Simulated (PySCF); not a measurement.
Vertical excitations of a molecule C3H8BF from PySCF with TDA-PBE/def2-SVPD, as energy in eV (oscillator strength): 5.45 (0.000), 6.67 (0.006), 6.83 (0.031), 6.97 (0.010), 7.60 (0.022), 7.62 (0.002), 7.65 (0.010), 7.96 (0.013), 8.05 (0.008), 8.07 (0.026). Lowest triplet (TDA): 4.93 eV. Geometry: B3LYP-D3(BJ)/def2-SVP. Other conformers were not sampled.

**Question.** Identify the compound among the candidates.
A) CCB(C)F
B) CC(C)BF
C) CCCBF

**Answer.** B, CC(C)BF
